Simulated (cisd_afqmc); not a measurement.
Input (AFQMC/CISD/def2-SVP; cisd_afqmc is a phaseless AFQMC code with CISD trial states that reads the integrals written by Ansatz):

Ansatz 0.2 input:
```python
import cisd_afqmc

open("ham.yaml", "w").write("""\
crystal:
  periodic: [false, false, false]
  atoms:
    - {symbol: Sn, position_ang: [-0.00000000, -0.00000000, -0.28454779]}
    - {symbol: O, position_ang: [0.00000000, 0.00000000, 1.77842369]}
basis:
  gaussian:
    orbitals: def2-SVP
magnetization: {spin_polarized: true, initial_magnetization: 2}
correlation: {method: ccsd, electrons: outside_noble_gas, hamiltonian_folder: ham}
""")
rep = cisd_afqmc.ansatz("ham.yaml")
e_ccsd = rep["correlation"]["coupled_cluster"]["energy"]["hartree"]
out = cisd_afqmc.run("ham", e_ccsd, trial="CISD", walkers=200, populations=8, threads=8, dt=0.005, steps=40, early=36, settle=10, least=32,
    cut=5e-5, rank_cut=2e-4, target=0.0004, seconds=1500, seed=1, memory=17280, gpu=False)
```

Output:

```
orbitals 30, occupied [6, 4], factors 153 of 468, rank of the doubles 124 of 248
E(HF) = -288.094183
E(CCSD) on the cut factors = -288.304865, shift to the whole factors -0.000002
Energy of the trial state on the determinant = -288.304825
  tau behind 10.8 of longer steps, mean of the populations' last blocks
   2.0  -288.31174
   4.0  -288.31136
   6.0  -288.31207
   8.0  -288.31205
blocks 277 (0 outliers left out), error by blocks joined: 1: 0.00016, 2: 0.00019, 4: 0.00023, 8: 0.00025, 16: 0.00031
E(AFQMC/CISD) = -288.31185 +/- 0.00031
```

This triplet is an excited state, 2.6 eV above the singlet at CCSD(T)/def2-QZVPP (Ansatz).

The error still grows at the longest joins of blocks, or few joins were possible, so the printed bar may be too narrow.
